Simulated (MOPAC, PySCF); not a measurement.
C₃H₁₀Si, SMILES `CC(C)[SiH3]`, neutral singlet in the gas phase. 

Cartesian coordinates (Å):
SMILES: C(C)(C)[SiH3]
```xyz
14

C     -0.7750     1.2973     0.2147
C     -0.1869    -0.1071     0.3987
C     -0.8974    -1.1311    -0.4952
Si     1.6778    -0.1138     0.1004
H     -1.8488     1.3005     0.4228
H     -0.6413     1.6476    -0.8123
H     -0.3060     2.0271     0.8775
H     -0.3302    -0.4055     1.4440
H     -0.5161    -2.1425    -0.3413
H     -1.9720    -1.1461    -0.2924
H     -0.7688    -0.8853    -1.5527
H      2.2416    -1.4675     0.3311
H      2.3581     0.8447     1.0070
H      1.9650     0.2817    -1.3023
```
Charge 0, multiplicity 1.

All levels are single points at this geometry (B3LYP-D3(BJ)/def2-TZVP); Pople sets use spherical d functions. Orbital energies aren't observables, and empty levels follow the basis.

```tsv
level	HOMO (eV)	LUMO (eV)	gap (eV)	dipole (D)	vertical IE, Delta-SCF (eV)
B3LYP-D3(BJ)/def2-TZVP in PySCF	-7.95	0.44	8.39	0.86	–
B3LYP/3-21G in PySCF	-7.84	1.52	9.36	0.82	–
B3LYP/6-311+G** in PySCF	-7.97	-0.13	7.85	0.83	–
B3LYP/LANL2DZ in PySCF	-7.88	1.39	9.27	0.78	–
PBE/6-31G* in PySCF	-6.72	0.52	7.24	0.92	9.80
SVWN5/6-31G* in PySCF	-6.75	0.29	7.04	0.93	9.87
HF/6-31G* in PySCF	-11.15	4.42	15.57	0.76	9.65
PM3 in MOPAC	-10.37	0.60	10.97	0.30	–
PM7 in MOPAC	-10.42	1.80	12.22	0.67	–
```
